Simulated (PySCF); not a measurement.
**Ionisation energy of Ne²⁺ by level of theory**

Ne²⁺ [He] 2s2 2p4 (3P) → Ne³⁺ [He] 2s2 2p3 (4S), as a difference of total energies. All numbers are calculated (PySCF 2.14, scalar relativity by spin-free X2C-1e, in cc-pVDZ-DK). Correlated levels: valence: 1s2 frozen. The calculations carry no spin-orbit coupling.

```json
{"method": "UHF", "ionisation energy (eV)": "61.705"}
{"method": "MP2 (valence)", "ionisation energy (eV)": "62.409"}
{"method": "SCS-MP2 (valence)", "ionisation energy (eV)": "62.405"}
{"method": "CCSD (valence)", "ionisation energy (eV)": "62.409"}
{"method": "CCSD(T) (valence)", "ionisation energy (eV)": "62.419"}
```

**Question.** Estimate what MN15 gives.

**Answer.** 63.926 eV, closest to CCSD(T) (valence) among the rows shown.

**Question.** Estimate what PBE0 gives.

**Answer.** 63.724 eV, closest to CCSD(T) (valence) among the rows shown.

Errors of the correlated levels include the incompleteness of this basis and the frozen core.

For comparison: 63.423 eV (measured; NIST Atomic Spectra Database, ionization energies).
